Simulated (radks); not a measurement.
Q: Fe10+, 16 electrons, occupied as [Ne] 3s1 3p5 (not the ground configuration). All-electron calculation, scalar-relativistic Kohn-Sham, PBE, spin-polarised, spherical densities, finite nucleus; open shells are filled with parallel spins first; Fermi nuclear charge, rms radius 3.7377 fm. Program: a radial shooting solver on a logarithmic mesh with Libxc functionals. Some entries of the table are withheld. Estimate them.

orbital,occ.,eigenvalue (eV),<1/r> (bohr^-1)
1s up,1,-7261.066,25.98
1s down,1,-7259.677,25.98
2s up,1,-1080.277,(1)
2s down,1,-1079.093,(2)
2p up,3,-959.8330,5.472
2p down,3,-958.3974,5.471
3s up,1,(3),(4)
3s down,0,(5),(6)
3p up,3,-281.7216,1.890
3p down,2,-276.4120,1.884

A: 
(1) 2s up <1/r> (bohr^-1): 5.581
(2) 2s down <1/r> (bohr^-1): 5.581
(3) 3s up eigenvalue (eV): -317.7741
(4) 3s up <1/r> (bohr^-1): 1.979
(5) 3s down eigenvalue (eV): -312.2859
(6) 3s down <1/r> (bohr^-1): 1.972
